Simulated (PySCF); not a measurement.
## Electron correlation in Pt (platinum, neutral)

Starting occupation: [Xe] 4f14 5d9 6s1, 5d3/2 with m_j = -3/2, -1/2, +1/2, +3/2, 5d5/2 with m_j = -3/2, -1/2, +1/2, +3/2, +5/2, 6s1/2 with m_j = +1/2. Calculation: PySCF 2.14, in x2c-QZVPPall-2c; X2C-1e with screened-nucleus spin-orbit coupling, Gaussian nucleus. Frozen: [Kr] 4d10 4f14; 18 electrons correlated; the 58 highest virtual spinors left out.

MP2 pair energies summed by pair of shells (mhartree):

```tsv
pair	energy	share (%)
5d3/2-5d5/2	-142.55	23.5
5d5/2-5d5/2	-76.66	12.6
5d5/2-5p3/2	-68.46	11.3
5d3/2-5p3/2	-54.37	9.0
5d3/2-5d3/2	-47.48	7.8
5d5/2-6s1/2	-30.76	5.1
5d5/2-5p1/2	-24.93	4.1
5p3/2-5p3/2	-24.72	4.1
5p1/2-5p3/2	-22.09	3.6
5d3/2-5p1/2	-22.02	3.6
5d3/2-6s1/2	-19.72	3.2
5p3/2-5s1/2	-18.09	3.0
5d5/2-5s1/2	-15.45	2.5
5d3/2-5s1/2	-12.76	2.1
5p1/2-5s1/2	-8.76	1.4
5p3/2-6s1/2	-6.06	1.0
5p1/2-5p1/2	-5.60	0.9
5s1/2-5s1/2	-4.23	0.7
5p1/2-6s1/2	-1.74	0.3
5s1/2-6s1/2	-0.64	0.1
```

Total MP2 correlation energy: -607.10 mhartree.

This basis was not built for core-valence correlation, so the inner-shell part is incomplete.
